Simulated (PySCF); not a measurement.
C4H9B.
SMILES with atom numbers: `[BH2:1]/[C:2]([CH3:3])=[CH:4]\[CH3:5]` (hydrogens: H6, H7 on B1; H8, H9, H10 on C3; H11 on C4; H12, H13, H14 on C5)

Computed by this run: PySCF, PBE0-D3(BJ)/def2-SVP geometry optimisation, gas phase; density fitting, grid level 1; the optimiser is geomeTRIC in internal coordinates, started from a GFN2-xTB structure with every atom displaced at random (about 0.01 Å).

Step 0: E = -4960.2722 eV
```
atom  x, y, z in Å  |  force x, y, z in eV/Å
B1      0.3088   -1.6444   -0.5726   -1.191   1.841   0.112
C2      0.4449   -0.1810   -0.0509    1.727  -1.201   0.160
C3      1.7746    0.1921    0.5244    0.347   0.247   0.514
C4     -0.4716    0.7721   -0.0683   -3.227   0.168  -0.920
C5     -1.8995    0.6518   -0.5888    1.006   0.974   0.570
H6     -0.7135   -2.0030   -1.0478   -0.514  -0.348  -0.268
H7      1.2055   -2.3577   -0.5067    1.282  -1.065   0.112
H8      2.0468   -0.4533    1.3667    0.033  -0.198   0.203
H9      1.8166    1.2321    0.8985   -0.034  -0.112  -0.140
H10     2.5720    0.0593   -0.2053    0.357   0.009  -0.331
H11    -0.2832    1.7513    0.3463    0.456   0.579   0.259
H12    -2.5961    0.8752    0.2320   -0.114   0.038   0.067
H13    -2.0880    1.4133   -1.3681    0.025  -0.103   0.048
H14    -2.1247   -0.3231   -0.9722   -0.154  -0.827  -0.387
```

Question: Estimate the geometry and energy of step 1. (The exact step hangs on the optimiser's Hessian estimate; all steps are aligned on step 0, rigid shifts and turns removed.)

Answer: E = -4960.4524 eV, largest force 0.502 eV/Å
```
atom  x, y, z in Å  |  force x, y, z in eV/Å
B1      0.2600   -1.5979   -0.5726    0.345  -0.200   0.035
C2      0.4649   -0.1796   -0.0104   -0.343   0.160   0.085
C3      1.8153    0.2017    0.5399    0.051   0.019  -0.115
C4     -0.5448    0.7357    0.0074    0.432   0.174  -0.186
C5     -1.8955    0.6484   -0.6015   -0.139  -0.394   0.244
H6     -0.8079   -2.0302   -0.9320   -0.042   0.044  -0.035
H7      1.2279   -2.3410   -0.6286   -0.198   0.063  -0.030
H8      2.1399   -0.4751    1.3427   -0.004  -0.071   0.075
H9      1.8352    1.2303    0.9325   -0.001   0.006   0.001
H10     2.5836    0.1237   -0.2501   -0.034   0.028   0.063
H11    -0.3112    1.7240    0.4468   -0.075  -0.129  -0.024
H12    -2.6662    0.9668    0.1168   -0.052   0.037   0.042
H13    -1.9644    1.3428   -1.4489   -0.007   0.117  -0.158
H14    -2.1440   -0.3648   -0.9548    0.065   0.145   0.004
```

The energy changes by -0.1801 eV. The first-order estimate −F·Δx gives -0.4407 eV and the mean of the old and new forces, exact on a quadratic surface, -0.1780 eV. The step makes an angle of 77° with the force vector and moves no atom by more than 0.164 Å.

What follows is the cost of the whole optimisation. On one thread, Arm Neoverse V2 (aarch64), shared host with 96 logical CPUs at a one-minute load of 27, this took 42 s and 0.49 GiB of memory at its peak.
